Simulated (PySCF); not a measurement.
Compound: C2H7FSi2.
Cartesian coordinates in Å at the PBE0-D3(BJ)/def2-SVP level; atoms count from 1:
```xyz
12
C2H7FSi2 angstrom
F      0.3187   -2.1582   -1.0420
C      0.1893   -0.8055   -0.8292
C     -1.1021   -0.4175   -0.0988
Si    -0.5230    1.2710    0.6014
Si     1.4677    0.0812    0.3198
H      0.2107   -0.3024   -1.8158
H     -1.2291   -1.0873    0.7707
H     -2.0166   -0.4788   -0.7087
H     -0.7250    2.4035   -0.3522
H     -1.0610    1.6363    1.9438
H      1.7891   -0.7716    1.5043
H      2.7217    0.6028   -0.3003
```

Computed, not measured: PBE0-D3(BJ)/def2-SVP geometry optimisation, gas phase (PySCF 2.14.0).

Take the most abundant isotopes and a rigid rotor. The values belong to one conformer with, in the numbering `[F:1][C@H:2]1[CH2:3][SiH2:4][SiH2:5]1`, F1–C2–C3–Si4 157°, C2–C3–Si4–Si5 -25°, C3–Si4–Si5–C2 20°, F1–C2–Si5–Si4 -149°.

(1) Give the principal moments of inertia and the rotational constants in GHz.

(2) Classify the top.

(3) Is it planar, by Δ = Ic − Ia − Ib?

(4) Give the other two planar moments, Paa and Pbb, and the rms extents of the mass along the axes.

(5) Which types of transition are allowed, and where do some lines up to J = 2 fall?

(6) Estimate the classical rotational partition function at 50 K, 298.15 K and 500 K.

## Answers

(1) Ia = 107.64, Ib = 208.31, Ic = 291.18 u·Å²; 505379 MHz·u·Å²/I gives 4695, 2426 and 1736 MHz, that is A = 4.6949, B = 2.4261, C = 1.7356 GHz.

(2) An asymmetric top; Ray's κ = -0.533.

(3) Not planar: Δ = Ic − Ia − Ib = -24.77 u·Å². For a rigid frame Δ = −2 Σ m c², so Σ m c² = 12.39 u·Å² lies off the ab plane: 9.87 from hydrogen and 2.51 from heavier atoms. The atom farthest from that plane is 1.48 Å away.

(4) Paa = Σ m a² = (Ib + Ic − Ia)/2 = 195.92 and Pbb = Σ m b² = (Ia + Ic − Ib)/2 = 95.26 u·Å². With the mass M = 106.01 u, the rms extents √(P/M) along a, b and c are 1.36, 0.95, 0.34 Å.

(5) The dipole components are |μa| = 1.43 D, |μb| = 0.10 D, |μc| = 0.37 D. Intensities carry the squares of the components, which stand as 1.00 : 0.00 : 0.07 (a : b : c). Some of the stronger lines:

```json
{"type": "a", "branch": "Q", "J(Ka,Kc)": "1(1,0) ← 1(1,1)", "MHz": "690", "lower level (cm⁻¹)": "0.214"}
{"type": "c", "branch": "Q", "J(Ka,Kc)": "2(1,2) ← 2(0,2)", "MHz": "1713", "lower level (cm⁻¹)": "0.412"}
{"type": "a", "branch": "Q", "J(Ka,Kc)": "2(1,1) ← 2(1,2)", "MHz": "2071", "lower level (cm⁻¹)": "0.469"}
{"type": "c", "branch": "Q", "J(Ka,Kc)": "1(1,1) ← 1(0,1)", "MHz": "2269", "lower level (cm⁻¹)": "0.139"}
{"type": "a", "branch": "R", "J(Ka,Kc)": "1(0,1) ← 0(0,0)", "MHz": "4162", "lower level (cm⁻¹)": "0.000"}
{"type": "c", "branch": "Q", "J(Ka,Kc)": "2(2,1) ← 2(1,1)", "MHz": "6806", "lower level (cm⁻¹)": "0.538"}
{"type": "c", "branch": "R", "J(Ka,Kc)": "1(1,0) ← 0(0,0)", "MHz": "7121", "lower level (cm⁻¹)": "0.000"}
{"type": "a", "branch": "R", "J(Ka,Kc)": "2(1,2) ← 1(1,1)", "MHz": "7633", "lower level (cm⁻¹)": "0.214"}
{"type": "a", "branch": "R", "J(Ka,Kc)": "2(0,2) ← 1(0,1)", "MHz": "8188", "lower level (cm⁻¹)": "0.139"}
{"type": "a", "branch": "R", "J(Ka,Kc)": "2(1,1) ← 1(1,0)", "MHz": "9014", "lower level (cm⁻¹)": "0.238"}
{"type": "c", "branch": "R", "J(Ka,Kc)": "2(1,1) ← 1(0,1)", "MHz": "11973", "lower level (cm⁻¹)": "0.139"}
{"type": "c", "branch": "R", "J(Ka,Kc)": "2(2,0) ← 1(1,0)", "MHz": "15955", "lower level (cm⁻¹)": "0.238"}
{"type": "c", "branch": "R", "J(Ka,Kc)": "2(2,1) ← 1(1,1)", "MHz": "16511", "lower level (cm⁻¹)": "0.214"}
```

(6) Point group C1, symmetry number σ = 1; q = (√π/σ)·√((kT/h)³/(ABC)), k/h = 20836.6 MHz/K: 13400 at 50 K, 195000 at 298.15 K, 424000 at 500 K.

No PBE0-D3(BJ)/def2-SVP frequencies stand behind this structure, so it isn't proved a minimum. No vibrational averaging or centrifugal distortion is included, and the geometry carries the error of its method.
